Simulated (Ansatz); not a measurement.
Consider the isomerisation: `CO[SiH2]CN` → `CN[SiH](C)O`.

Program: Ansatz. Geometries: PBE0-D4/def2-TZVP. ΔE: electronic, gas phase. CBS: MP2 limit from def2 TZ/QZ plus the TZ coupled-cluster correction, frozen cores. Functionals use def2-TZVPP. Each species was taken in one conformer, which may not be the lowest.

```tsv
species	PBE energy (Eh)
`CO[SiH2]CN`	-500.79794
`CN[SiH](C)O`	-500.86294
```

(1) Work out ΔE.

Largest T1 diagnostic among the species: 0.010.

Results:

(1) ΔE = (-500.86294) − (-500.79794) = -0.06500 Eh = -170.7 kJ/mol. CCSD(T)/CBS gives -181.5 kJ/mol.

In def2-TZVPP, CCSD(T) changes the Hartree–Fock value by −4.7 kJ/mol (the triples alone add +0.2 kJ/mol) and MP2 by −13.7 kJ/mol. From PBE to PBE0 (25 % exact exchange), in def2-TZVPP and without D4, ΔE moves by −4.8 kJ/mol.
